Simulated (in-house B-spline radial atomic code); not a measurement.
Configurations of Ca⁷⁺, with energies counted from [Ne] 3s2 3p1. Level of theory: non-relativistic Hartree-Fock with fractional occupations, spin-polarised, spherical fractional occupations, point nucleus; calculated with an all-electron radial atomic-structure program (B-spline basis). Shells without spins written out take the highest spin.

Caution: exact exchange at fractional occupations of open shells leaves self-interaction of up to several eV.

Occupations are held fixed; configurations that lie above the ionisation limit could autoionise.

```csv
configuration,E - E(ref) (eV),highest orbital,its <r> (bohr)
"[Ne] 3s(0 up, 1 down) 3p(0 up, 2 down)",13.31,3p down,1.064
[Ne] 3s2 3d1,34.61,3d up,1.115
[Ne] 3s1 3p1 3d1,54.554,3d up,1.105
"[Ne] 3s2 4s(1 up, 0 down)",60.63,4s up,2.108
[Ne] 3s2 4p1,71.904,4p up,2.259
[He] 2s2 2p5 3s2 3p1 4s1,440.83,4s up,2.056
```

(1) Order these further configurations by energy, lowest first.
A. [He] 2s2 2p5 3s2 3p1 4f1
B. [Ne] 3s2 4f(1 up, 0 down)
C. [He] 2s2 2p5 3s2 3p1 4p1
D. [He] 2s2 2p5 3s2 3p1 3d1
E. [He] 2s2 2p(3 up, 2 down) 3s2 3p(1 up, 0 down) 3d(0 up, 1 down)

(2) How far above the reference does [Ne] 3s2 4d1 lie?

(3) How far above the reference does [Ne] 3s1 3p1 4s1 lie?

Answers

(1) B (88.567 eV), D (408.78 eV), E (412.3 eV), C (452.03 eV), A (470.38 eV).

(2) 83.012 eV; its least bound orbital is 4d up with <r> = 2.416 bohr.

(3) 82.93 eV; its least bound orbital is 4s up with <r> = 2.095 bohr.
